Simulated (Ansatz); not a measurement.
Isolated molecules relaxed with PBE0-D4/def2-TZVP in Ansatz; ΔE leaves out vibrations. CBS: MP2 limit from def2 TZ/QZ plus the TZ coupled-cluster correction, frozen cores. This one scheme is used for every species. Functionals use def2-TZVPP. B3LYP here is the variant with VWN-RPA as its local correlation; programs differ in this. For Ti outer-core shells are correlated without core-valence functions, which leaves a few kJ/mol of doubt a bond. Scalar relativity is left out up to krypton. One conformer a species, not always the lowest.

Consider the ligand exchange at a Ti–O bond: `C#[C][Ti]([OH])([F])[F]` + H–F → `C#[C][Ti]([F])([F])[F]` + H₂O.

| level | ΔE (kJ/mol) |
| --- | --- |
| LDA (SPW92) | -37.7 |
| B97M-V | -47.3 |
| r2SCANh-D4 | -42.9 |
| CAM-B3LYP-D4 | -40.3 |
| ωB97M-V | -40.3 |
| B3LYP | -43.1 |
| CCSD(T)/def2-SVP | -35.6 |
| MP2/def2-QZVPP | -31.0 |

**Question.** What does CCSD(T)/CBS give? (An estimate is asked.)

**Answer.** The calculation gave: -32.7 kJ/mol. The listed levels differ from it by -5.0, -14.6, -10.2, -7.6, -7.6, -10.4, -2.9, 1.7 kJ/mol.

Largest T1 diagnostic among the species: 0.023, so the coupled-cluster value is less sure than usual.

The D4 term adds +3.1 kJ/mol with B3LYP and +1.7 kJ/mol with PBE0; it sums over pairs of atoms, weighted by their polarisabilities, and B3LYP, whose exchange is more repulsive, gets the larger term. From r2SCAN to r2SCAN0 (25 % exact exchange), in def2-TZVPP and without D4, ΔE moves by +4.7 kJ/mol.
